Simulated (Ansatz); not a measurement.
Cost and result for the atomization energy of `N[CH](F)[GeH3]` (10 atoms, 9 bonds).

```xyz
10

N     1.4700    0.2525    0.2595
C     0.4333   -0.4367   -0.3868
F     0.3888   -0.1876   -1.7822
Ge   -1.3338    0.0569    0.3659
H     1.3702    1.2573    0.2204
H     2.3913   -0.0148   -0.0619
H     0.6028   -1.5126   -0.2947
H    -1.3870    1.5916    0.4644
H    -2.4535   -0.4517   -0.5515
H    -1.4821   -0.5549    1.7669
```

The species carries charge 0 and has multiplicity 1. Correlated methods include outer-core shells of Ge, which these sets cover unevenly. Scalar relativity is left out up to krypton. The structure was optimised at the PBE0-D4/def2-TZVP level. It is one conformer, not always the lowest. Program: Ansatz. All runs use 4 threads of an Intel Xeon 6975P-C on a shared host. Times are those of one run each, without the atoms' runs, and a repeat can differ threefold. Electronic energies, without spin–orbit coupling; frozen cores. CCSD(T)/CBS adds CCSD(T) − MP2 in def2-TZVPP to the MP2 limit, and its time is that of the two runs behind it. T1 = 0.012. With those shells the extrapolation isn't a true limit. B3LYP takes the VWN-RPA correlation (the form of Gaussian; ORCA's B3LYP/G).

CCSD(T)/CBS is a level of theory with its own doubt, some kJ/mol a heavy atom from the limit and from the frozen cores, so smaller differences don't rank the functionals.

```csv
level,functions,wall time,atomization (kJ/mol),difference from CCSD(T)/CBS,per bond
PBE-D4/def2-TZVPP (with forces),225,1.3 s,3298.8,52.3,5.8
PBE0-D4/def2-TZVPP,225,2.1 s,3228.1,-18.4,-2.0
B2PLYP/def2-TZVPP,225,2.6 s,3201.1,-45.4,-5.0
r2SCAN-D4/def2-TZVPP (with forces),225,2.8 s,3236.6,-9.9,-1.1
B3LYP-D4/def2-TZVPP (with forces),225,3.2 s,3239.0,-7.5,-0.8
ωB97X-V/def2-TZVPP,225,4 s,3261.7,15.2,1.7
ωB97M-V/def2-TZVPP (with forces),225,4.9 s,3241.4,-5.1,-0.6
MP2/def2-QZVPP,440,12 s,3235.4,-11.1,-1.2
CCSD(T)/def2-TZVPP,225,36 s,3162.7,-83.8,-9.3
CCSD(T)/CBS(def2),–,48 s,3246.5,0.0,0.0
```

The D4 term adds +26.3 kJ/mol with B3LYP and +13.6 kJ/mol with PBE0; it sums over pairs of atoms, weighted by their polarisabilities, and B3LYP, whose exchange is more repulsive, gets the larger term. In def2-TZVPP, CCSD(T) changes the Hartree–Fock value by +923.1 kJ/mol (the triples alone add +48.8 kJ/mol) and MP2 by +946.7 kJ/mol; breaking electron pairs costs correlation energy, which Hartree–Fock lacks. From PBE to PBE0 (25 % exact exchange), in def2-TZVPP and without D4, the atomization energy moves by −68.0 kJ/mol: exact exchange takes away binding that semilocal exchange gives to molecules.
